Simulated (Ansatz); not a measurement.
Relaxation of C$_{2}$H$_{5}$ClF$_{2}$SSi (12 atoms, charge 0, multiplicity 1), to a largest force component of 0.015 eV/Å in at most 40 steps.

Computed with RKS B3LYP-D4/6-31G (Ansatz 0.2.0).

```xyz
12
Properties=species:S:1:pos:R:3
C -1.617 0.309 0.302
Si -0.022 0.358 1.110
Cl -0.316 0.150 3.120
S 1.252 -1.254 0.424
C 1.500 -0.756 -1.270
F 0.341 -0.633 -1.953
F 2.107 0.477 -1.278
H -2.140 -0.586 0.416
H -1.577 0.554 -0.743
H -2.312 1.135 0.724
H 0.688 1.642 0.928
H 2.172 -1.451 -1.746
```

Task: Where does it end, and by what steps?

Result: The run converged. The force dipped under the threshold on the way, but the program's further checks kept it going. Limits of this set-up: no polarisation functions. After 17 steps the energy has fallen by 0.746 eV; F7 moved furthest, 0.75 Å.

| step | energy less start (eV) | largest force component (eV/Å) | accepted |
| --- | --- | --- | --- |
| 0 | 0.0000 | 3.035 | yes |
| 1 | -0.6259 | 1.435 | yes |
| 2 | -0.7065 | 0.336 | yes |
| 3 | -0.7165 | 0.131 | yes |
| 4 | -0.7188 | 0.038 | yes |
| 5 | -0.7205 | 0.040 | yes |
| 6 | -0.7225 | 0.321 | yes |
| 7 | -0.7274 | 0.161 | yes |
| 8 | -0.7335 | 0.088 | yes |
| 9 | -0.7375 | 0.328 | yes |
| 10 | -0.7417 | 0.120 | yes |
| 11 | -0.7436 | 0.057 | yes |
| 12 | -0.7450 | 0.034 | yes |
| 13 | -0.7454 | 0.070 | yes |
| 14 | -0.7460 | 0.048 | yes |
| 15 | -0.7461 | 0.021 | yes |
| 16 | -0.7463 | 0.008 | yes |
| 17 | -0.7463 | 0.014 | yes |

```xyz
12
Properties=species:S:1:pos:R:3
C -1.516 0.467 0.170
Si 0.056 0.449 1.223
Cl -0.442 -0.154 3.271
S 1.522 -1.153 0.549
C 1.386 -0.823 -1.275
F 0.166 -1.289 -1.799
F 1.405 0.572 -1.531
H -1.985 -0.521 0.172
H -1.269 0.734 -0.861
H -2.221 1.199 0.578
H 0.767 1.756 1.346
H 2.208 -1.293 -1.809
```

Time of the run: 64 s on 1 CPU thread of a shared host.
